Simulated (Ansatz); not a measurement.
Molecule: (2S)-1,1-difluoropropan-2-ol, C₃H₆F₂O, charge 0, multiplicity 1. 
Coordinates optimised at B3LYP-D3(BJ)/def2-TZVP (Ansatz, a quantum-chemistry and plane-wave program):
```
C
H 1 1.0992
O 1 1.4159 2 110.52
H 3 0.9625 1 108.63 2 -69.12
C 1 1.5197 2 105.52 3 115.75
F 5 1.3630 1 110.79 2 -59.41
F 5 1.3651 6 107.45 1 121.71
H 5 1.0938 6 107.93 7 116.04
C 1 1.5226 2 109.73 3 -124.64
H 9 1.0897 1 110.23 2 -178.98
H 9 1.0917 10 108.72 1 120.73
H 9 1.0921 10 108.91 11 116.92
```
Charge 0, spin multiplicity 1.

Computed values are from Ansatz. Correlated levels leave the core frozen unless marked. Open shells are spin-unrestricted. Spin-orbit coupling is left out. No relativistic terms. Basis-set limits of correlation are two-point, X^-3; Hartree-Fock from the larger set. The bracket is a focal-point correction in the basis named.

* **atomisation energy De**: 4728.5 kJ/mol at RI-MP2/CBS(cc-pVTZ,cc-pVQZ)+[CCSD(T)-MP2]/cc-pVTZ
* **total energy**: -392.5109 Eh at RI-MP2/CBS(cc-pVTZ,cc-pVQZ)+[CCSD(T)-MP2]/cc-pVTZ
* **dipole moment**: 3.79 D at CCSD(T)/aug-cc-pVDZ
* **T1 diagnostic**: 0.011 at CCSD/cc-pVTZ
